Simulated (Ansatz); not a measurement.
`[I][Al]1[CH2][CH2]1` + H₂ → `[CH2]1[CH2][AlH]1` + HI at 600 K and 1 bar (hydrogenolysis of the Al–I bond).

Isolated molecules relaxed with PBE0-D4/def2-TZVP in Ansatz; ΔE leaves out vibrations. CBS: MP2 limit from def2 TZ/QZ plus the TZ coupled-cluster correction, frozen cores. This one scheme is used for every species. Elements past krypton have def2 core potentials. For I outer-core shells are correlated without core-valence functions, which leaves a few kJ/mol of doubt a bond.

| species | CCSD(T)/CBS energy (Eh) | H − E (kJ/mol) | S (J/(mol·K)) |
| --- | --- | --- | --- |
| `[I][Al]1[CH2][CH2]1` | -617.96594 | 186.8 | 399.9 |
| H₂ | -1.17544 | 43.9 | 150.8 |
| `[CH2]1[CH2][AlH]1` | -321.05314 | 194.3 | 336.2 |
| HI | -298.03592 | 31.6 | 227.0 |

H − E and S are ideal-gas, rigid-rotor, harmonic terms from PBE0-D4/def2-TZVP. The MP2-based limit puts H₂ 0.8 mEh under its directly extrapolated value; such offsets cancel only in part. 1 Eh = 2625.50 kJ/mol, R = 8.31446 J/(mol·K).

Question: By hand: ΔE, ΔH, ΔS and ΔG.

Answer: ΔE = (-321.05314) + (-298.03592) − (-617.96594) − (-1.17544) = 0.05232 Eh = 137.4 kJ/mol. Δ(H − E) = 194.3 + 31.6 − 186.8 − 43.9 = -4.8, so ΔH = 132.6 kJ/mol. ΔS = 336.2 + 227.0 − 399.9 − 150.8 = 12.5 J/(mol·K). ΔG = 132.6 − 600 × (12.5)/1000 = 125.1 kJ/mol.

Question: By hand: the equilibrium constant, and the temperature at which ΔG would vanish if ΔH and ΔS stayed fixed.

Answer: log₁₀ K = −ΔG/(RT ln 10) = -10.9. ΔG = 0 at ΔH/ΔS = 10608 K, far beyond where these terms or the molecules hold.

The number of gas molecules stays the same, so ΔS is small and ΔH decides. A doubt of 5 kJ/mol in ΔE shifts log₁₀ K by 0.4 here. These are equilibria of isolated gas molecules and say nothing of rates. Largest T1 diagnostic: 0.011 (customary marks: 0.02 for closed shells, 0.045 for open ones).
